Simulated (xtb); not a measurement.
ClGa, charge -1, doublet, geometry from GFN2-xTB (such geometries of metal compounds can be far from the true shape) (a state made from the parent by changing its charge; the spin is typed, not shown lowest).

The xtb input:
```
$ xtb mol.xyz --gfn 1 --chrg -1 --uhf 1 --json

# file mol.xyz
2

Ga    -0.00000000    -0.00000000    -0.85496772
Cl     0.00000000     0.00000000     1.55905878
```

Task: What does this run give for the partial charges in atom order, total energy?

Result: 
```json
{
 "partial_charges_in_atom_order": "Ga1 -0.70, Cl2 -0.30",
 "total_energy": "-5.7403 Eh"
}
```
